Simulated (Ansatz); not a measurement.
CH$_{4}$ClGeI, SMILES `[CH3][GeH]([Cl])[I]`. The species carries charge 0 and has multiplicity 1. I takes the def2 core potential.

```xyz
8

C     1.0298   -0.2022    0.3681
Ge   -0.6808    0.1753   -0.4544
Cl   -1.7740   -1.6732   -0.6146
I    -1.9938    1.7457    0.9983
H     0.8664   -0.6331    1.3552
H     1.5786   -0.9112   -0.2533
H     1.6002    0.7221    0.4650
H    -0.6265    0.7766   -1.8641
```

**Question.** What are the harmonic wavenumbers in cm⁻¹ at PBE0-D4/def2-TZVP (Ansatz, finite differences of forces, unscaled)? (An estimate is asked.)

**Answer.** Computed: 108, 134, 142, 168, 252, 419, 620, 640, 690, 818, 858, 1263, 1442, 1447, 2170, 3068, 3165, 3175.

**Question.** Is this a minimum?

**Answer.** Yes, all 18 modes are real.

**Question.** Give the ideal-gas thermochemistry at 298.15 K and 1 bar (rigid rotor, harmonic oscillator; point group C1, symmetry number 1).

**Answer.** Zero-point energy 123.1 kJ/mol; H(298) − E = 143.5 kJ/mol; entropy 365.9 J/(mol·K), of which translation 177.8, rotation 122.9, vibration 65.2; G(298) − E = 34.4 kJ/mol.

**Question.** And at 400, 500, 600, 800 and 1000 K?

**Answer.** 
```
T (K)  H − E (kJ/mol)  S (J/mol/K)  G − E (kJ/mol)
  400           154.0        396.1            -4.4
  500           165.5        421.7           -45.3
  600           177.8        444.1           -88.6
  800           204.5        482.4          -181.4
 1000           233.3        514.5          -281.2
```
